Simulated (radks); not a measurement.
Spherical quantum dot in the effective-mass picture: electrons in a hard-walled sphere of radius 2.16, with a point charge +1 (a donor) at the centre, all in effective atomic units (hartree* = m*/eps^2 hartree, bohr* = eps/m* bohr), one dielectric constant everywhere. Calculated with a radial shooting solver with Libxc functionals: non-relativistic Kohn-Sham, PBEsol, spin-polarised, spherical densities. Levels are named by radial order and angular momentum (1s, 1p, 1d, 2s, ...), and open shells are averaged over m. Each electron was tried in the lowest free levels, single moves between levels near the top were tried too, and the lowest total energy was kept; such a search can miss a lower state. At N = 1 the Hartree and exchange-correlation terms need not cancel, so that row can carry a self-interaction error.

N,open shells,2S,E (hartree*),mu = E(N) - E(N-1) (hartree*),addition energy mu(N+1) - mu(N) (hartree*),e(HOMO) (hartree*),rms radius (bohr*)
1,"1s(up 1, down 0)",1,-0.186914,-0.18691,0.9052,0.16391,1.001
2,none,0,0.531417,0.71833,1.940,1.0487,1.055
3,"1p(up 1, down 0)",1,3.19018,2.6588,0.5938,2.9493,1.167
4,"1p(up 2, down 0)",2,6.44276,3.2526,0.6156,3.5587,1.224
5,"1p(up 3, down 0)",3,10.3110,3.8682,0.8091,4.1785,1.261
6,"1p(up 3, down 1)",2,14.9883,4.6773,0.5789,4.9617,1.289
7,"1p(up 3, down 2)",1,20.2445,5.2562,0.5979,5.5535,1.311
8,none,0,26.0987,5.8542,1.864,6.1558,1.330
9,"1d(up 1, down 0)",1,33.8164,7.7177,0.5722,8.0028,1.354
10,"1d(up 2, down 0)",2,42.1064,8.2899,0.5766,8.5777,1.374
11,"1d(up 3, down 0)",3,50.9728,8.8665,0.5789,9.1556,1.391
12,"1d(up 4, down 0)",4,60.4182,9.4454,0.5802,9.7353,1.405
13,"1d(up 5, down 0)",5,70.4438,10.026,0.7513,10.316,1.418
14,"1d(up 5, down 1)",4,81.2207,10.777,0.5628,11.057,1.430
15,"1d(up 5, down 2)",3,92.5604,11.340,0.5672,11.623,1.440
16,"1d(up 5, down 3)",2,104.467,11.907,0.5698,12.191,1.449
17,"1d(up 5, down 4)",1,116.944,12.477,0.5714,12.762,1.458
18,none,0,129.992,13.048,1.364,13.334,1.466
19,"2s(up 1, down 0)",1,144.405,14.412,0.9225,14.788,1.461
20,none,0,159.739,15.335,0.9425,15.708,1.455
21,"1f(up 1, down 0)",1,176.017,16.277,0.5561,16.555,1.464
22,"1f(up 2, down 0)",2,192.850,16.833,0.5570,17.112,1.473
23,"1f(up 3, down 0)",3,210.241,17.391,0.5577,17.669,1.481
24,"1f(up 4, down 0)",4,228.189,17.948,0.5581,18.227,1.488
25,"1f(up 5, down 0)",5,246.695,18.506,0.5584,18.785,1.495
26,"1f(up 6, down 0)",6,265.760,19.065,0.5586,19.344,1.501
27,"1f(up 7, down 0)",7,285.383,19.623,0.7119,19.912,1.508
28,"1f(up 7, down 1)",6,305.718,20.335,0.5504,20.610,1.513
29,"1f(up 7, down 2)",5,326.604,20.886,0.5514,21.161,1.519
30,"1f(up 7, down 3)",4,348.041,21.437,0.5522,21.713,1.524
31,"1f(up 7, down 4)",3,370.030,21.989,0.5527,22.266,1.529
32,"1f(up 7, down 5)",2,392.572,22.542,0.5460,22.853,1.534
33,"2s(up 1, down 0)",1,415.660,23.088,0.5676,23.338,1.548
34,none,0,439.316,23.656,2.217,24.028,1.542
35,"1g(up 1, down 0)",1,465.189,25.873,0.5447,26.145,1.547
36,"1g(up 2, down 0)",2,491.607,26.418,0.5451,26.690,1.552
37,"1g(up 3, down 0)",3,518.570,26.963,0.5453,27.235,1.557
38,"1g(up 4, down 0)",4,546.078,27.508,0.5455,27.781,1.561
39,"1g(up 5, down 0)",5,574.131,28.054,0.5456,28.326,1.565
40,"1g(up 6, down 0)",6,602.731,28.599,-,28.872,1.569

All shells are closed at N = 2, 8, 18, 20, 34 (there: 1s2 1p6 1d10 2s2 1f14); the second difference of the energy has clear peaks (12 % above both neighbours; the first and last values, which can be the largest, are not judged, and half-filled shells can peak too) at N = 2, 5, 8, 13, 18, 27, 34.
